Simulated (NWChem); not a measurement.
System: C₂H₂F, doublet; SMILES F[C]=C

The following NWChem deck was run.

```
start job
memory heap 200 mb stack 900 mb global 1100 mb
geometry units angstroms noautosym nocenter noautoz
  C      0.131071     1.206561     0.000000
  C     -0.419632     0.009246     0.000000
  F      0.121562    -1.170726     0.000000
  H      1.222082     1.320755     0.000000
  H     -0.498726     2.096839     0.000000
end
basis spherical
  * library 6-31g*
end
dft
  odft
  mult 2
  xc pbe0
  iterations 150
end
cosmo
  dielec 78.4
end
task dft energy
```

Excerpt of the output:

```
             Northwest Computational Chemistry Package (NWChem) 7.3.0
             --------------------------------------------------------

                             Geometry "geometry" -> ""
                             -------------------------

 Output coordinates in angstroms (scale by  1.889725989 to convert to a.u.)

  No.       Tag          Charge          X              Y              Z
 ---- ---------------- ---------- -------------- -------------- --------------
    1 C                    6.0000     0.13107100     1.20656100     0.00000000
    2 C                    6.0000    -0.41963200     0.00924600     0.00000000
    3 F                    9.0000     0.12156200    -1.17072600     0.00000000
    4 H                    1.0000     1.22208200     1.32075500     0.00000000
    5 H                    1.0000    -0.49872600     2.09683900     0.00000000

 Effective nuclear repulsion energy (a.u.)      60.7852936032

                                 NWChem DFT Module
                                 -----------------

 Summary of "ao basis" -> "ao basis" (spherical)
 ------------------------------------------------------------------------------
       Tag                 Description            Shells   Functions and Types
 ---------------- ------------------------------  ------  ---------------------
 C                           6-31g*                  6       14   3s2p1d
 F                           6-31g*                  6       14   3s2p1d
 H                           6-31g*                  2        2   2s

 in cosmo_initialize ...

 solvent parameters
 solvname_short: unkn
 solvname_long:  unknown
 dielec:       78.4000

          ---------------
          -cosmo- solvent
          ---------------
 Cosmo: York-Karplus, doi: 10.1021/jp992097l
 dielectric constant -eps-     =  78.40
 screen = (eps-1)/(eps    )    =   0.98724
 surface charge correction     = lagrangian

   van der Waals surface
 --------------------------

 ---------- ATOMIC COORDINATES (A.U.) ------------ VDWR(ANG.) --
     1    0.24768828    2.28006968    0.00000000     2.000
     2   -0.79298950    0.01747241    0.00000000     2.000
     3    0.22971887   -2.21235135    0.00000000     1.720
     4    2.30940012    2.49586505    0.00000000     1.300
     5   -0.94245548    3.96245115    0.00000000     1.300
 number of segments per atom =         32
 number of   points per atom =         32
 atom (   nspa,  nppa )
 ----------------------
    1 (     18,     0 )       0
    2 (     18,     0 )       0
    3 (     22,     0 )       0
    4 (     16,     0 )       0
    5 (     14,     0 )       0
 number of -cosmo- surface points =       88
 molecular surface =     79.060 angstrom**2
 molecular volume  =     58.853 angstrom**3
 G(cav/disp)       =      1.255 kcal/mol
 -lineq- algorithm             =   0
 -bem- low  level              =   2
 -bem- from -octahedral-
 gaussian surface charge width =   4.50000
 degree of switching           =   1.00000
 switching function tolerance  =   0.00010
 atomic radii =
 --------------
    1  6.000  2.000
    2  6.000  2.000
    3  9.000  1.720
    4  1.000  1.300
    5  1.000  1.300
 ...... end of -cosmo- initialization ......

            General Information
            -------------------
          SCF calculation type: DFT
          Wavefunction type:  spin polarized.
          No. of atoms     :     5
          No. of electrons :    23
           Alpha electrons :    12
            Beta electrons :    11
          Charge           :     0
          Spin multiplicity:     2
          Use of symmetry is: off; symmetry adaption is: off
          Maximum number of iterations: 150
          AO basis - number of functions:    46
                     number of shells:    22
          Convergence on energy requested:  1.00D-06
          Convergence on density requested:  1.00D-05
          Convergence on gradient requested:  5.00D-04

              XC Information
              --------------
                         PBE0 Method XC Functional
                     Hartree-Fock (Exact) Exchange  0.250
          PerdewBurkeErnzerhof Exchange Functional  0.750
            Perdew 1991 LDA Correlation Functional  1.000 local
           PerdewBurkeErnz. Correlation Functional  1.000 non-local

             Grid Information
             ----------------
          Grid used for XC integration:  medium
          Radial quadrature: Mura-Knowles
          Angular quadrature: Lebedev.
          Tag              B.-S. Rad. Rad. Pts. Rad. Cut. Ang. Pts.
          ---              ---------- --------- --------- ---------
          C                   0.70       49           7.0       434
          F                   0.50       49           9.0       434
          H                   0.35       45           7.0       434
          Grid pruning is: on
          Number of quadrature shells:   237
          Spatial weights used:  Erf1

      Superposition of Atomic Density Guess
      -------------------------------------

 Sum of atomic energies:        -175.68930540

      Non-variational initial energy
      ------------------------------

 Total energy =    -176.796138
 1-e energy   =    -361.458858
 2-e energy   =     123.877427
 HOMO         =      -0.148155
 LUMO         =       0.095368

[...]

                                   COSMO solvation results
                                   -----------------------

                 gas phase energy =      -176.941264249372
                 sol phase energy =      -176.943255349166
 (electrostatic) solvation energy =         0.001991099794 (    1.25 kcal/mol)

                    DFT Final Alpha Molecular Orbital Analysis
                    ------------------------------------------

 Vector   10  Occ=1.000000D+00  E=-4.334084D-01
              MO Center=  7.1D-02,  9.3D-01,  7.5D-11, r^2= 2.2D+00
   Bfn.  Coefficient  Atom+Function         Bfn.  Coefficient  Atom+Function
  ----- ------------  ---------------      ----- ------------  ---------------
     3      0.303179  1 C  px                 4     -0.278498  1 C  py
    45     -0.249794  5 H  s                 32     -0.232393  3 F  py
    31     -0.228654  3 F  px                46     -0.186708  5 H  s
    43      0.173386  4 H  s                 35     -0.157042  3 F  px
    36     -0.156761  3 F  py                 8     -0.127917  1 C  py

 Vector   11  Occ=1.000000D+00  E=-2.814400D-01
              MO Center= -9.0D-02,  4.7D-01, -6.3D-10, r^2= 1.6D+00
   Bfn.  Coefficient  Atom+Function         Bfn.  Coefficient  Atom+Function
  ----- ------------  ---------------      ----- ------------  ---------------
    19      0.396581  2 C  pz                 5      0.393993  1 C  pz
     9      0.303384  1 C  pz                33     -0.273301  3 F  pz
    23      0.224719  2 C  pz                37     -0.218171  3 F  pz
    25      0.026545  2 C  d -1

 Vector   12  Occ=1.000000D+00  E=-2.728173D-01
              MO Center= -4.5D-01, -4.1D-03,  6.5D-10, r^2= 1.6D+00
   Bfn.  Coefficient  Atom+Function         Bfn.  Coefficient  Atom+Function
  ----- ------------  ---------------      ----- ------------  ---------------
    17      0.509216  2 C  px                20     -0.479595  2 C  s
    31     -0.316724  3 F  px                21      0.302557  2 C  px
    35     -0.256911  3 F  px                44     -0.189114  4 H  s
     3     -0.165839  1 C  px                 6      0.161384  1 C  s
    16     -0.135509  2 C  s                 43     -0.132845  4 H  s

 Vector   13  Occ=0.000000D+00  E= 2.925884D-02
              MO Center= -1.3D-01,  5.9D-01,  2.5D-10, r^2= 1.9D+00
   Bfn.  Coefficient  Atom+Function         Bfn.  Coefficient  Atom+Function
  ----- ------------  ---------------      ----- ------------  ---------------
     9      0.636117  1 C  pz                23     -0.589584  2 C  pz
    19     -0.489260  2 C  pz                 5      0.406313  1 C  pz
    37      0.194890  3 F  pz                33      0.192533  3 F  pz

 Vector   14  Occ=0.000000D+00  E= 1.367335D-01
              MO Center= -2.0D-01,  8.4D-01,  2.1D-10, r^2= 3.2D+00
   Bfn.  Coefficient  Atom+Function         Bfn.  Coefficient  Atom+Function
  ----- ------------  ---------------      ----- ------------  ---------------
    46      1.283414  5 H  s                  7      0.665728  1 C  px
    44     -0.657274  4 H  s                 20      0.605767  2 C  s
    34     -0.530884  3 F  s                 22     -0.465000  2 C  py
     8     -0.430080  1 C  py                 6     -0.351283  1 C  s
    36     -0.331728  3 F  py                32     -0.263828  3 F  py

 Vector   15  Occ=0.000000D+00  E= 1.544589D-01
              MO Center=  6.6D-01,  1.6D+00, -4.1D-11, r^2= 3.0D+00
   Bfn.  Coefficient  Atom+Function         Bfn.  Coefficient  Atom+Function
  ----- ------------  ---------------      ----- ------------  ---------------
     6      1.821124  1 C  s                 44     -1.619572  4 H  s
    46     -1.095779  5 H  s                  8      0.575108  1 C  py
     7      0.502757  1 C  px                20      0.207334  2 C  s
     4      0.192779  1 C  py                 2      0.178769  1 C  s
     3      0.169364  1 C  px                22     -0.139536  2 C  py

                     DFT Final Beta Molecular Orbital Analysis
                     -----------------------------------------

 Vector    9  Occ=1.000000D+00  E=-4.855030D-01
              MO Center=  2.2D-01,  4.5D-01, -1.1D-10, r^2= 2.0D+00
   Bfn.  Coefficient  Atom+Function         Bfn.  Coefficient  Atom+Function
  ----- ------------  ---------------      ----- ------------  ---------------
     3      0.306903  1 C  px                32      0.262458  3 F  py
    31      0.221247  3 F  px                43      0.205006  4 H  s
    18     -0.197644  2 C  py                 4      0.184659  1 C  py
     7      0.166901  1 C  px                16     -0.167457  2 C  s
    36      0.167307  3 F  py                35      0.154346  3 F  px

 Vector   10  Occ=1.000000D+00  E=-4.256471D-01
              MO Center=  1.0D-01,  8.7D-01,  7.6D-11, r^2= 2.3D+00
   Bfn.  Coefficient  Atom+Function         Bfn.  Coefficient  Atom+Function
  ----- ------------  ---------------      ----- ------------  ---------------
     3      0.315236  1 C  px                 4     -0.259861  1 C  py
    31     -0.242653  3 F  px                45     -0.240847  5 H  s
    32     -0.232664  3 F  py                46     -0.181750  5 H  s
    43      0.178274  4 H  s                 35     -0.169756  3 F  px
    36     -0.158903  3 F  py                 7      0.135671  1 C  px

 Vector   11  Occ=1.000000D+00  E=-2.744881D-01
              MO Center= -3.6D-02,  6.4D-01, -1.9D-10, r^2= 1.6D+00
   Bfn.  Coefficient  Atom+Function         Bfn.  Coefficient  Atom+Function
  ----- ------------  ---------------      ----- ------------  ---------------
     5      0.443375  1 C  pz                 9      0.359522  1 C  pz
    19      0.336126  2 C  pz                33     -0.239922  3 F  pz
    37     -0.189031  3 F  pz                23      0.175459  2 C  pz
    25      0.028535  2 C  d -1

 Vector   12  Occ=0.000000D+00  E=-6.814441D-02
              MO Center= -5.8D-01,  1.8D-02,  4.0D-10, r^2= 1.6D+00
   Bfn.  Coefficient  Atom+Function         Bfn.  Coefficient  Atom+Function
  ----- ------------  ---------------      ----- ------------  ---------------
    20      0.577509  2 C  s                 17     -0.463322  2 C  px
    21     -0.353560  2 C  px                44      0.323044  4 H  s
    31      0.255953  3 F  px                35      0.229577  3 F  px
     6     -0.205643  1 C  s                  4      0.134807  1 C  py
    16      0.117554  2 C  s                 43      0.112669  4 H  s

 Vector   13  Occ=0.000000D+00  E= 5.140744D-02
              MO Center= -1.8D-01,  4.5D-01,  1.7D-10, r^2= 1.9D+00
   Bfn.  Coefficient  Atom+Function         Bfn.  Coefficient  Atom+Function
  ----- ------------  ---------------      ----- ------------  ---------------
    23     -0.631832  2 C  pz                 9      0.598161  1 C  pz
    19     -0.517899  2 C  pz                 5      0.368090  1 C  pz
    33      0.209627  3 F  pz                37      0.207843  3 F  pz
    11      0.029935  1 C  d -1

 Vector   14  Occ=0.000000D+00  E= 1.476021D-01
              MO Center= -4.0D-01,  1.5D+00,  2.1D-10, r^2= 3.0D+00
   Bfn.  Coefficient  Atom+Function         Bfn.  Coefficient  Atom+Function
  ----- ------------  ---------------      ----- ------------  ---------------
    46      1.714965  5 H  s                  6     -1.225766  1 C  s
     8     -0.653644  1 C  py                20      0.467312  2 C  s
     7      0.417871  1 C  px                34     -0.376143  3 F  s
    22     -0.276513  2 C  py                36     -0.249719  3 F  py
    32     -0.203504  3 F  py                 2     -0.193800  1 C  s

   alpha - beta orbital overlaps
   -----------------------------

   alpha      1      2      3      4      5      6      7      8      9     10
    beta      1      2      3      4      5      6      8      7      9     10
 overlap   1.000  1.000  1.000  1.000  0.996  0.987  0.847  0.999  0.847  0.997

   alpha     11     12     13     14     15     16     17     18     19     20
    beta     11     12     13     14     15     16     17     18     19     20
 overlap   0.994  0.978  0.993  0.878  0.878  0.997  0.997  0.938  0.988  0.789

   alpha     21     22     23     24     25     26     27     28     29     30
    beta     21     22     23     24     25     26     27     28     29     30
 overlap   0.819  0.988  0.980  0.997  0.995  0.997  0.998  0.998  1.000  0.998

   alpha     31     32     33     34     35     36     37     38     39     40
    beta     31     32     33     34     35     36     37     38     39     40
 overlap   0.982  0.977  0.995  0.996  0.999  0.998  0.994  0.999  0.996  0.998

   alpha     41     42     43     44     45     46
    beta     41     42     43     44     45     46
 overlap   0.998  0.999  1.000  0.998  0.998  0.999

     --------------------------
     Expectation value of S2:
     --------------------------
      <S2> =      0.7644 (Exact =     0.7500)

     Multipole analysis of the density
     ---------------------------------

     L   x y z        total         alpha         beta         nuclear
     -   - - -        -----         -----         ----         -------
     0   0 0 0     -0.000000    -12.000000    -11.000000     23.000000

     1   1 0 0      0.133646      0.632813     -0.661774      0.162607
     1   0 1 0      0.379108      0.194527     -0.147826      0.332407
     1   0 0 1      0.000000     -0.000000      0.000000      0.000000

[...]
```

Level: PBE0/6-31G* (spherical d), spin-unrestricted, COSMO on the gas-phase geometry. In the optimisation the excess spin sits in a' (Cs, its own frame). All runs use the structure optimised with PBE0/def2-SVP, spin-unrestricted. No stability test was run on the SCF state. COSMO prints the solvation energy as gas minus solution, so a positive value is a stabilisation.
